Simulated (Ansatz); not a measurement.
Consider the ligand exchange at the Si–S bond: `F[SiH2][S][AlH2]` + `O[SiH2]F` → `F[SiH2]O[SiH2]F` + `[AlH2][SH]`.

Calculated with Ansatz (gas phase, PBE0-D4/def2-TZVP geometries, no zero-point term in ΔE). CCSD(T)/CBS adds triple-zeta CCSD(T) − MP2 to the extrapolated MP2 energy (def2 sets, frozen cores). This one scheme is used for every species. DFT in def2-TZVPP. B3LYP here is the variant with VWN-RPA as its local correlation; programs differ in this. HSE06 is defined as in plane-wave codes. One conformer a species, not always the lowest.

`F[SiH2][S][AlH2]`:

```xyz
8

F    -0.720    1.764    1.068
Si    0.655    1.137    0.544
S     0.698   -0.950    0.898
Al   -0.734   -1.571   -0.638
H     0.751    1.456   -0.898
H     1.755    1.744    1.323
H    -1.312   -0.474   -1.617
H    -1.093   -3.106   -0.679
```

`O[SiH2]F`:

Cartesian coordinates in Å:
```
O 1.206 -0.400 -0.071
Si -0.268 0.282 0.063
F -1.140 -0.456 1.178
H 1.284 -1.267 -0.472
H -0.044 1.672 0.499
H -1.039 0.169 -1.198
```

`F[SiH2]O[SiH2]F`:

```xyz
9

F     0.889   -1.557   -1.583
Si   -0.062   -0.279   -1.552
O    -0.437    0.070   -0.013
Si   -0.064    0.299    1.548
F     1.229    1.224    1.648
H     0.677    0.844   -2.162
H    -1.306   -0.622   -2.269
H    -1.183    1.013    2.195
H     0.258   -0.992    2.189
```

`[AlH2][SH]`:

```xyz
5

Al   -0.617    0.105    0.181
S     1.290   -0.952    0.107
H    -1.749   -0.544    1.069
H    -0.779    1.445   -0.640
H     1.855   -0.053   -0.717
```

Problem. Is it downhill or uphill in electronic energy at CCSD(T)/CBS, and by how much? (Best estimate.)

Solution. Computed: Downhill: ΔE = -13.5 kcal/mol.

Problem. What do these levels give: BLYP-D4, PBE0-D4, CAM-B3LYP-D4, ωB97M-V, r2SCAN, B3LYP, HSE06, BHLYP, CAM-B3LYP, HF/def2-SVP, HF/def2-TZVPP, SCS-MP2/def2-QZVPP? (An estimate is asked.)

Solution. Ansatz gave: BLYP-D4 -13.5, PBE0-D4 -10.9, CAM-B3LYP-D4 -15.7, ωB97M-V -13.1, r2SCAN -12.5, B3LYP -15.0, HSE06 -11.1, BHLYP -16.6, CAM-B3LYP -16.0, HF/def2-SVP -17.9, HF/def2-TZVPP -19.2, SCS-MP2/def2-QZVPP -14.6 kcal/mol.

Largest T1 diagnostic among the species: 0.012.

At CCSD(T), def2-SVP lies −1.0 kcal/mol from the extrapolated value and def2-TZVPP −0.8 kcal/mol. From PBE to PBE0 (25 % exact exchange), in def2-TZVPP and without D4, ΔE moves by −1.2 kcal/mol. In def2-TZVPP, CCSD(T) changes the Hartree–Fock value by +5.0 kcal/mol (the triples alone add +1.0 kcal/mol) and MP2 by +6.0 kcal/mol.
